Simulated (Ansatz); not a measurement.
C7H12 can be A, `C#CCCCCC`, or B, `CC=C1CCCC1`.

Program: Ansatz. Geometries: PBE0-D4/def2-TZVP. ΔE: electronic, gas phase. CCSD(T)/CBS adds triple-zeta CCSD(T) − MP2 to the extrapolated MP2 energy (def2 sets, frozen cores). Functionals use def2-TZVPP. B3LYP here is the variant with VWN-RPA as its local correlation; programs differ in this. Each species was taken in one conformer, which may not be the lowest.

Which isomer does CCSD(T)/CBS put lower? Give the gap. (Estimate.)

The calculation gave: B, by 124.2 kJ/mol.

Give E(B) − E(A) in kJ/mol with B3LYP-D4, CCSD(T)/def2-SVP, MP2/def2-TZVPP, CCSD(T)/def2-TZVPP, B2PLYP, PBE-D4, HF/def2-TZVPP. (Estimate.)

Computed: B3LYP-D4 -126.0, CCSD(T)/def2-SVP -132.8, MP2/def2-TZVPP -124.3, CCSD(T)/def2-TZVPP -126.1, B2PLYP -119.2, PBE-D4 -142.7, HF/def2-TZVPP -112.6. None reverses the order clearly.

Largest T1 diagnostic: 0.010.

At CCSD(T), def2-SVP lies −8.6 kJ/mol from the extrapolated value and def2-TZVPP −1.9 kJ/mol. From PBE to PBE0 (25 % exact exchange), in def2-TZVPP and without D4, E(B) − E(A) moves by −8.5 kJ/mol.
